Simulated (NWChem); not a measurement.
System: AgH3SO; SMILES [OH2]->[Ag][SH]

The following NWChem deck was run.

```
start job
memory heap 200 mb stack 900 mb global 1100 mb
geometry units angstroms noautoz
  Ag    -0.053084    -0.317371     0.008149
  S      0.158006     1.977192     0.025390
  H     -1.187054     2.190050    -0.072836
  O     -0.154667    -2.555512    -0.004585
  H      0.274238    -2.927198     0.790409
  H      0.354258    -2.921148    -0.753850
end
basis spherical
  * library def2-svp
end
ecp
  Ag library def2-ecp
end
dft
  xc mpw1k
  iterations 150
  mulliken
end
task dft energy
```

Coordinates come from a PBE-D3(BJ)/def2-SVP optimisation. def2 effective core potentials on Ag; no spin-orbit coupling.

Give the results of this calculation. (MPW1K/def2-SVP with def2 effective core potentials on Ag.) Quantities: energy (Ha); highest occupied level (eV); orbital gap (eV); dipole (D).


```yaml
energy (Ha): -622.06
highest occupied level (eV): -6.36
orbital gap (eV): 5.65
dipole (D): 7.76
```
